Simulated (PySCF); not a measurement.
**Electron correlation in Si²⁺ (silicon, charge +2)**

[Ne] 3s2, closed-shell 1S. Computed with PySCF 2.14 in aug-cc-pVDZ-DK, with scalar relativity by spin-free X2C-1e. Frozen: [Ne]; 2 electrons correlated.

Total MP2 correlation energy: -28.80 mhartree.

Same-spin part 0.00 and opposite-spin part -28.80 mhartree; SCS-MP2 scales them by 1/3 and 6/5 to -34.55 mhartree.

With two correlated electrons CCSD is exact within the correlated space (frozen core and kept virtual orbitals).

```tsv
level	correlation energy (mhartree)
CCSD	-43.45
```

Diagnostics: T1 = 0.0053, D1 = 0.0075, largest double amplitude 0.117.

Q: Is a single reference adequate?

A: Mostly. T1 lies below 0.03, but a double amplitude of this size points to a near-degeneracy that CCSD handles and MP2 describes poorly.
